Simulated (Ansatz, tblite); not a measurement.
Bond stretch in HCl (cation, charge +1), doublet.

- ROCCSDTQ = Ansatz (an electronic-structure program) with CCSDTQ on ROHF/cc-pVDZ, frozen core
- UCCSD(T) = CCSD(T) on UHF/cc-pVDZ, frozen core (Ansatz)
- GFN2-xTB, 300 K electronic temperature (tblite)

Total energies in hartree (comparable only within one method and basis):

| R / Å | ROCCSDTQ | UCCSD(T) | GFN2-xTB |
|---|---|---|---|
| 0.99 | -459.69189 | -459.69149 | -4.35497 |
| 1.04 | -459.73166 | -459.73124 | -4.38591 |
| 1.12 | -459.77301 | -459.77257 | -4.41536 |
| 1.18 | -459.79092 | -459.79047 | -4.42714 |
| 1.25 | -459.80193 | -459.80145 | -4.43405 |
| 1.30 | -459.80503 | -459.80454 | -4.43599 |
| 1.32 | -459.80542 | -459.80492 | -4.43625 |
| 1.36 | -459.80499 | -459.80447 | -4.43606 |
| 1.41 | -459.80264 | -459.80209 | -4.43474 |
| 1.48 | -459.79686 | -459.79628 | -4.43138 |
| 1.54 | -459.79033 | -459.78972 | -4.42747 |
| 1.63 | -459.77897 | -459.77830 | -4.42033 |
| 1.81 | -459.75435 | -459.75349 | -4.40353 |
| 2.01 | -459.72852 | -459.72713 | -4.38393 |
| 2.15 | -459.71277 | — | -4.37102 |
| 2.35 | -459.69395 | — | -4.35484 |
| 2.62 | -459.67478 | — | -4.33805 |
| 2.88 | -459.66199 | — | -4.32717 |
| 3.22 | — | — | -4.31922 |

A dash means that the run gave no value there, or that the column was ended at a point which the program doubted or which failed a test of continuity chosen for this set; such a test can also cut sound points.

The T1 diagnostic of CCSD on the restricted reference of ROCCSDTQ exceeds 0.045 at 2.35 to 5.25 Å. The unrestricted determinant behind UCCSD(T) is spin-contaminated at 2.01 to 5.25 Å (<S²> up to 1.8, against 0.75 for a pure doublet).
